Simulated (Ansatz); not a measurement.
Harmonic frequencies (cm⁻¹) at PBE0-D4/def2-TZVP from Ansatz: 73, 73, 81, 220, 220, 224, 321, 321, 325, 433, 448, 448, 587, 587, 2053, 2332, 2332, 2335.

(1) Which molecule is it?
A. `[SiH3][O][SnH2][Cl]`
B. `C#[C][SnH]([Cl])[Cl]`
C. `N#[C][SnH]([C]#N)[C]#N`
D. `C[O][SnH]([F])[Cl]`

Answers

(1) C.
